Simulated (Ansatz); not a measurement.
Coupled-cluster diagnostics for Cs₄⁺, Ansatz.

Geometry of the doublet (PBE/def2-TZVP):

Cartesian coordinates in Å:
```
Cs -2.430 -2.471 3.376
Cs -1.168 -1.253 -1.801
Cs 2.390 2.513 -3.373
Cs 1.208 1.211 1.798
```

In the def2 sets Cs takes a core potential; there is no spin–orbit coupling. Correlated methods freeze no core orbitals; core or outer-core shells of Cs are correlated, in sets that lack core-valence functions. The structure comes from a short search, and lower isomers may exist.

(1) Estimate the CCSD(T) correlation energy, the shares of MP2 and (T), T1 and the reference's ⟨S²⟩ for: charge 1, doublet, own geometry in def2-TZVPP; and the rough time on 4 threads of Arm Neoverse V1 on a shared host.

Results:

(1) 
```csv
state,basis,correlation (eV),MP2 share (%),(T) share (%),T1,⟨S²⟩ (pure),wall time,remarks
"charge 1, doublet, own geometry",def2-TZVPP,-17.594,88.1,3.1,0.040,1.17 (0.75),3 min,spin-contaminated
```
Customary marks for T1 are 0.02 (closed shells), 0.045 (open shells) and about 0.05 (3d metals). T1 exceeds 0.02 in 1 of 1 rows and 0.045 in 0; the higher it lies, the less the single-reference result can be trusted.
